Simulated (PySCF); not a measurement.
# Unknown compound

An unknown has the formula C4H4F4O2. Its calculated NMR data are:

¹H NMR (500 MHz, computed): δ 6.33 (m, 2H), 2.22 (m, 2H).

¹³C{¹H} NMR (computed): δ 128.7 (C), 109.4 (CH), 37.8 (CH2).

Computed data (PySCF): structure optimised with GFN2-xTB, shielding tensors at PBE0/pcSseg-1 (GIAO). One conformer, isolated molecule, fast rotation and ring inversion assumed for equivalent nuclei, no relativistic terms.

Referencing at the same level of theory: TMS for ¹H, ¹³C.

Propose a structure and justify it.

## Answers


Rings plus π bonds: 1 (1 ring in the answer). 3 carbon signals for 4 carbons: some carbons are equivalent by symmetry or fast rotation. Carbon types of the structure: 1 × C, 2 × CH, 1 × CH2, which accounts for all hydrogens. δC 128.7: sp3 carbon bearing two oxygens; 4 electronegative neighbours deshield it. δC 109.4: sp3 CH bonded to F and O; 2 electronegative neighbours deshield it. δC 37.8: sp3 CH2 in a ring; saturated and bonded to C and H only. δH 6.33: hydrogen on an sp3 CH bonded to F and O; its carbon carries F and O, hence the downfield position. δH 2.22: hydrogen on an sp3 CH2 in a ring.

The compound is SMILES F[C@@H]1C[C@@H](F)OC(F)(F)O1.

The data come from this structure; uniqueness wasn't tested.

Splittings by ¹⁹F in the carbon and heteronuclear signals aren't shown, as no couplings were computed. Shifts are as computed. Against solution values, carbons near 30 ppm lie about +3 ppm off and those near 130 ppm about +5 ppm. Of 1309 compounds with measured shifts, 239 miss one by over three times the rms of a fit or turn the order of signals round; such compounds aren't used in these exercises. Multiplicities follow the n + 1 count of equivalent neighbours, as no J values were calculated; m marks all less simple cases, F and P coupling included.
